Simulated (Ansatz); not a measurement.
Species: C$_{4}$H$_{5}$GeS, net charge -1, singlet state. It need not be the lowest isomer of its formula. Whether it binds its extra electron was not tested at this geometry. 
Structure (B3LYP-D3(BJ)/def2-TZVP (Ansatz, a program for electronic structure) minimum search):
```xyz
11

Ge    -1.6747     0.0236     0.3899
C      0.2077     0.0849     0.0872
C      1.1497     0.7205     0.8696
C      2.4811     0.5851     0.3794
C      2.6650    -0.1489    -0.7924
S      1.0750    -0.6587    -1.2437
H     -2.5233     0.6360    -0.7610
H     -2.2430    -1.4136     0.5668
H     -2.0684     0.8023     1.6751
H      0.8887     1.2688     1.7709
H      3.3171     1.0409     0.9065
```
Charge -1, spin multiplicity 1.

Total electronic energies in hartree. Valence correlation only, unless marked. Spin-orbit coupling is left out. Frozen are the shells of the preceding noble gas and the d and f shells that filled before the atom's block. No relativistic terms. CBS(X,Y): correlation extrapolated as X^-3; Hartree-Fock from the larger set. The bracket is a focal-point correction in the basis named.

```json
[
 {"level": "HF/def2-TZVPP", "program": "Ansatz", "energy (Eh)": "-2627.27957"},
 {"level": "B97M-V/def2-TZVPD", "program": "Ansatz", "energy (Eh)": "-2630.19300"},
 {"level": "B3LYP-D3(BJ)/def2-TZVPD", "program": "Ansatz + dftd3", "energy (Eh)": "-2630.75347"},
 {"level": "PBE0-D4/def2-TZVPD", "program": "Ansatz + dftd4", "energy (Eh)": "[?]"},
 {"level": "r2SCAN0-D4/def2-TZVPD", "program": "Ansatz + dftd4", "energy (Eh)": "-2630.50063"},
 {"level": "CAM-B3LYP-D3(BJ)/def2-TZVPD", "program": "Ansatz + dftd3", "energy (Eh)": "-2630.71223"},
 {"level": "LC-wPBE/def2-TZVPD", "program": "Ansatz", "energy (Eh)": "-2630.15497"},
 {"level": "wB97M-V/def2-TZVPD", "program": "Ansatz", "energy (Eh)": "-2630.46246"},
 {"level": "B2PLYP/def2-TZVPD", "program": "Ansatz", "energy (Eh)": "[?]"},
 {"level": "MP2/def2-SVP", "program": "Ansatz", "energy (Eh)": "-2627.45616"},
 {"level": "SCS-MP2/6-31G", "program": "Ansatz", "energy (Eh)": "-2627.18054"},
 {"level": "SCS-MP2/def2-SVPD", "program": "Ansatz", "energy (Eh)": "-2627.49962"},
 {"level": "CCSD(T)/STO-3G", "program": "Ansatz", "energy (Eh)": "-2597.60062"},
 {"level": "RI-MP2/CBS(def2-TZVPPD,def2-QZVPPD)+[CCSD(T)-MP2]/def2-SVPD", "program": "Ansatz", "energy (Eh)": "-2628.4808"},
 {"level": "CCSD(T)/CBS(def2-TZVPPD,def2-QZVPPD)", "program": "Ansatz", "energy (Eh)": "-2628.4736"}
]
```

Question: Some entries are withheld; supply them.

Answer: 
- PBE0-D4/def2-TZVPD, energy (Eh): -2630.08883
- B2PLYP/def2-TZVPD, energy (Eh): -2629.98387
